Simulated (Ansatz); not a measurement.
Molecule: HgCl2, net charge 1, doublet state. The spin state was set by rule; other spins were not relaxed. 
Coordinates optimised at B3LYP-D3(BJ)/def2-TZVP (Ansatz, an electronic-structure program):
```xyz
3

Hg     0.0000     0.0000     0.0000
Cl     0.0000     0.0000     2.2795
Cl     0.0000     0.0000    -2.2795
```
Charge +1, spin multiplicity 2.

Basis-set convergence of Hartree-Fock and MP2 correlation energies (hartree) with Ansatz. Correlated levels leave the core frozen unless marked. Open shells are spin-unrestricted. Spin-orbit coupling is left out. The frozen core is the preceding noble-gas configuration, with the filled d and f shells of earlier blocks. Past Kr the def2 sets carry scalar-relativistic core potentials.

| basis | functions | E(HF) | E(corr, MP2) |
|---|---|---|---|
| def2-SVP | 68 | -1070.90601 | -0.52221 |
| def2-TZVPP | 143 | [?] | [?] |

Question: Complete the blanks.

Answer: 
- def2-TZVPP, E(HF): -1071.23872
- def2-TZVPP, E(corr, MP2): -0.75955
